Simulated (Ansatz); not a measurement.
Geometry optimisation, RKS B3LYP-D4/6-31G* (Ansatz).

Input file:

```yaml
crystal:
  periodic: [false, false, false]
  atoms:
    - { symbol: B, position_ang: [-0.031695, -0.11938, 0.000601] }
    - { symbol: Cl, position_ang: [-0.560827, -1.508183, 1.07962] }
    - { symbol: O, position_ang: [1.239925, 0.424953, 0.22294] }
    - { symbol: H, position_ang: [1.815951, -0.178493, 0.723911] }
    - { symbol: O, position_ang: [-0.740742, 0.311395, -1.04383] }
    - { symbol: H, position_ang: [-1.649428, -0.023292, -1.054163] }
    - { symbol: O, position_ang: [-0.731813, 1.53037, 1.887345] }
    - { symbol: Al, position_ang: [0.937558, 2.011652, 1.640464] }
    - { symbol: H, position_ang: [2.036812, 1.405513, 2.63392] }
    - { symbol: H, position_ang: [1.143471, 3.362627, 0.847681] }
    - { symbol: H, position_ang: [-0.851411, 0.692537, 2.394011] }
basis:
  gaussian: { orbitals: "6-31G*" }
hamiltonian:
  xc: b3lyp
  dispersion: d4
relax:
  f_tol: 0.03
  max_steps: 50
```

Run as:

```bash
$ ansatz run input.yaml --threads 4 --pin off --max-ram 5120MiB --backend cpu --events-out ev --progress --plain --runs-dir out
```

Question: Where does it end, and by what steps?

Answer: The forces met the threshold. After 39 steps the energy has fallen by 0.751 eV; H4 moved furthest, 1.22 Å. Joined: B1–O7 (2.60 → 1.56 Å).

| step | energy less start (eV) | largest force component (eV/Å) | accepted |
| --- | --- | --- | --- |
| 0 | 0.0000 | 0.918 | yes |
| 2 | -0.0910 | 1.056 | yes |
| 4 | -0.1511 | 0.707 | yes |
| 6 | -0.4700 | 0.784 | yes |
| 8 | -0.5555 | 0.395 | yes |
| 10 | -0.6037 | 0.202 | yes |
| 12 | -0.6236 | 0.280 | yes |
| 14 | -0.6310 | 0.433 | yes |
| 16 | -0.6146 | 0.683 | no |
| 18 | -0.6433 | 0.081 | yes |
| 20 | -0.6464 | 0.211 | yes |
| 22 | -0.6477 | 0.077 | yes |
| 24 | -0.6490 | 0.195 | yes |
| 26 | -0.6515 | 0.095 | yes |
| 28 | -0.6534 | 0.281 | yes |
| 30 | -0.6595 | 0.494 | yes |
| 32 | -0.6778 | 0.515 | yes |
| 34 | -0.7299 | 0.189 | yes |
| 36 | -0.7477 | 0.135 | yes |
| 38 | -0.7505 | 0.039 | yes |
| 39 | -0.7507 | 0.016 | yes |

```xyz
11
Properties=species:S:1:pos:R:3
B -0.212 0.061 0.482
Cl -0.696 -1.542 1.301
O 1.290 0.319 0.524
H 1.656 0.317 -0.375
O -0.641 0.246 -0.826
H -1.475 -0.204 -1.013
O -0.594 1.208 1.470
Al 1.178 1.857 1.635
H 1.698 1.617 3.108
H 1.473 3.150 0.775
H -1.068 0.880 2.251
```

Whether the end is a true minimum wasn't checked by a vibrational analysis.

The run took 80 s on 4 threads of Arm Neoverse V2, with other jobs on the host, peak memory 0.26 GiB.
